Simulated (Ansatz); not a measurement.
Geometry optimisation, UKS BLYP-D4/def2-SVP in Ansatz 0.2.0.

Input file:

```yaml
crystal:
  periodic: [false, false, false]
  atoms:
    - { symbol: Al, position_ang: [-0.9132, -1.3847, 0.838] }
    - { symbol: O, position_ang: [0.303, 0.0855, -0.2099] }
    - { symbol: C, position_ang: [1.2939, 0.6674, -0.9958] }
    - { symbol: "N", position_ang: [-1.9388, 0.0135, 0.923] }
    - { symbol: H, position_ang: [-0.8124, 0.4359, 0.3263] }
    - { symbol: H, position_ang: [-0.4178, -2.8226, 0.9922] }
    - { symbol: H, position_ang: [0.867, 1.0556, -1.9275] }
    - { symbol: H, position_ang: [1.7668, 1.493, -0.4518] }
    - { symbol: H, position_ang: [2.062, -0.0724, -1.2442] }
    - { symbol: H, position_ang: [-2.2107, 0.5287, 1.7496] }
magnetization:
  spin_polarized: true
basis:
  gaussian: { orbitals: def2-SVP }
hamiltonian:
  xc: blyp
  dispersion: d4
relax:
  f_tol: 0.15
  max_steps: 25
  restrain:
    - { distance: [4, 1], at: 2.27, k: 30.0 }
    - { distance: [0, 1], at: 1.87, k: 30.0 }
    - { distance: [4, 3], at: 1.02, k: 30.0 }
output:
  orbitals: {}
```

Launched with:

```bash
$ ansatz run input.yaml --threads 2 --pin off --max-ram 3072MiB --backend cpu --events-out ev --progress --plain --runs-dir out
```

Task: Where does it end, and by what steps?

Result: The run converged. The restraints hold the end off the free minimum. After 11 steps the energy has fallen by 2.650 eV (the restraints' own energy left out); H5 moved furthest, 1.15 Å. Parted: Al1–H5. Joined: N4–H5.

| step | energy less start (eV) | largest force component (eV/Å) | accepted |
| --- | --- | --- | --- |
| 0 | 0.0000 | 2.089 | yes |
| 1 | -0.6556 | 2.558 | yes |
| 2 | -1.2501 | 2.916 | yes |
| 3 | -1.9757 | 1.959 | yes |
| 4 | -2.3825 | 1.385 | yes |
| 5 | -2.4472 | 1.424 | yes |
| 6 | -2.4380 | 1.439 | yes |
| 7 | -2.5169 | 1.404 | yes |
| 8 | -2.5896 | 1.320 | yes |
| 9 | -2.6114 | 1.342 | yes |
| 10 | -2.6421 | 1.532 | yes |
| 11 | -2.6500 | 1.444 | yes |

```xyz
10
Properties=species:S:1:pos:R:3
Al -0.605 -0.959 0.530
O 0.313 0.427 -0.193
C 1.418 0.494 -1.065
N -1.854 0.011 1.307
H -1.547 0.953 1.038
H -0.297 -2.505 0.438
H 1.106 0.592 -2.132
H 2.042 1.387 -0.828
H 2.096 -0.395 -1.007
H -2.672 -0.004 1.912
```

Time of the run: 34 s on 2 threads of Arm Neoverse V1, with other jobs on the host, peak memory 0.17 GiB.
